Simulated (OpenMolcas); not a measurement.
O+: CASPT2 settings compared

```
Program             : OpenMolcas
Basis               : ANO-RCC-VDZ [3s2p]
Scalar Hamiltonian  : X2C, point nucleus
Active space        : 3 electrons in 3 orbitals (2p)
State averaging     : 2S+1 = 4 odd, 1 root; 2S+1 = 2 odd, 8 roots
Spin-orbit coupling : RASSI with atomic mean-field integrals over the reference wave functions, term energies averaged over their components
```

Methods on the same reference wave functions:
A. CASSCF
B. SS-CASPT2, IPEA 0 Eh, no level shift (closed shells correlated: 2s)
C. SS-CASPT2, IPEA 0.75 Eh, sigma1 regulariser 0.5 Eh (closed shells correlated: 1s 2s)
D. XMS-CASPT2, IPEA 0.15 Eh, imaginary shift 0.15 Eh (closed shells correlated: 2s)

Energies in eV above 2s2 2p3 4S* 3/2, the measured ground level; measured values from NIST Handbook of Basic Atomic Spectroscopic Data.

```csv
Level,A,B,C,D,Measured
2s2 2p3 4S* 3/2,0.0000,0.0000,0.0000,0.0000,0.0000
2s2 2p3 2D* 3/2,3.7767,3.785,3.773,3.780,3.3266
2s2 2p3 2D* 5/2,3.7770,3.785,3.773,3.781,3.3241
2s2 2p3 2P* 1/2,6.2597,5.387,5.493,5.400,5.0176
2s2 2p3 2P* 3/2,6.2601,5.387,5.493,5.401,5.0174
```

Deviations, from unrounded energies. A percentage is the sum of absolute deviations over the sum of measured energies, with the sign that they share, or ± where signs differ.

```
                        Against measurement  Levels      A     B      C      D
             mean absolute deviation (cm-1)       4   6800  3300   3700   3400
other terms of the ground configuration (%)       4  +20.3  +9.9  +11.1  +10.0
```

B, D lie about equally close to measurement and A furthest from it. The largest miss of B in the table is 2s2 2p3 2D* 5/2, by +3700 cm-1. The ranking rests on the paired levels alone, and a cruder setting can come out closer through cancelling errors.

Among B to D the level of the table that moves most is 2s2 2p3 2P* 1/2, by 850 cm-1 (lowest in B, highest in C). Moves below CASPT2's spread within the term are not significant.

The two smallest mean deviations differ by little beside CASPT2's spread within terms, so their order carries little weight.

From A to B the spin-free energies of the other terms of 2s2 2p3 shown, above 4S*, scale by factors of 0.86 to 1.00.

The lowest spin-free term lies below A's lowest term by 0.020 hartree in B, 0.017 hartree in C, 0.019 hartree in D.

Term energies are means over components that CASPT2 splits; among the terms shown or strongly mixed into the levels shown the widest spread is 210 cm-1 (2s2 2p3 2P*, D). With the s shell closed, the reference lacks s² → p² mixing. Without dynamic correlation excited terms often stand tens of per cent too high (terms of higher spin than the ground term too low), and those without a measured partner can miss by more than the paired ones (holds for A). Measured partners are found by configuration, term and J. A level has none where our copy of the source lacks it or the pairing is in doubt (some pairs that miss far off the trend of their configuration count as doubtful), and it then counts in no deviation. Levels of configurations outside the active space are missing.

* marks odd parity.
